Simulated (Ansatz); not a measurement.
Consider the hydrogenolysis of the Sn–C bond: `[CH3][Sn]([CH3])([CH3])[CH3]` + H₂ → `[CH3][SnH]([CH3])[CH3]` + CH₄.

Computed with Ansatz on PBE0-D4/def2-TZVP structures; ΔE is electronic, products minus reactants. CBS: MP2 limit from def2 TZ/QZ plus the TZ coupled-cluster correction, frozen cores. This one scheme is used for every species. DFT in def2-TZVPP. B3LYP here is the variant with VWN-RPA as its local correlation; programs differ in this. HSE06 is defined as in plane-wave codes. Elements past krypton have def2 core potentials. For Sn outer-core shells are correlated without core-valence functions, which leaves a few kJ/mol of doubt a bond.

```
             level  ΔE (kcal/mol)  difference from CCSD(T)/CBS
       LDA (SPW92)          -11.3                         -2.6
            PBE-D4           -9.9                         -1.2
         revPBE-D4           -9.1                         -0.4
           BLYP-D4           -9.9                         -1.2
         r2SCAN-D4          -10.5                         -1.8
            B97M-V          -13.9                         -5.2
          B3LYP-D4          -10.9                         -2.2
        r2SCANh-D4          -10.8                         -2.1
        r2SCAN0-D4          -11.1                         -2.4
          HSE06-D4          -10.8                         -2.1
          BHLYP-D4          -12.0                         -3.3
           ωB97X-V          -10.9                         -2.2
           ωB97M-V          -10.5                         -1.8
            B2PLYP          -11.4                         -2.7
               PBE          -11.4                         -2.7
            revPBE          -11.7                         -3.0
              BLYP          -12.6                         -3.9
            r2SCAN          -11.0                         -2.3
              PBE0          -12.1                         -3.4
             B3LYP          -13.1                         -4.4
             HSE06          -12.1                         -3.4
             BHLYP          -14.0                         -5.3
         CAM-B3LYP          -13.2                         -4.5
           LC-ωPBE          -12.1                         -3.4
RPA@PBE/def2-TZVPP           -9.6                         -0.9
       HF/def2-SVP          -18.3                         -9.6
      MP2/def2-SVP          -11.9                         -3.2
     CCSD/def2-SVP          -14.2                         -5.5
  CCSD(T)/def2-SVP          -13.4                         -4.7
     HF/def2-TZVPP          -16.3                         -7.6
    MP2/def2-TZVPP           -7.9                          0.8
SCS-MP2/def2-TZVPP           -9.5                         -0.8
   CCSD/def2-TZVPP          -10.9                         -2.2
CCSD(T)/def2-TZVPP           -9.7                         -1.0
     HF/def2-QZVPP          -16.2                         -7.5
    MP2/def2-QZVPP           -7.3                          1.4
SCS-MP2/def2-QZVPP           -8.9                         -0.2
      HF/CBS(def2)          -16.2                         -7.5
     MP2/CBS(def2)           -6.9                          1.8
    CCSD/CBS(def2)           -9.9                         -1.2
       CCSD(T)/CBS           -8.7                            0
```

Largest T1 diagnostic among the species: 0.010.

From r2SCAN to r2SCAN0 (25 % exact exchange), in def2-TZVPP and without D4, ΔE moves by −0.7 kcal/mol. In def2-TZVPP, CCSD(T) changes the Hartree–Fock value by +6.5 kcal/mol (the triples alone add +1.2 kcal/mol) and MP2 by +8.3 kcal/mol. At CCSD(T), def2-SVP lies −4.7 kcal/mol from the extrapolated value and def2-TZVPP −1.0 kcal/mol.
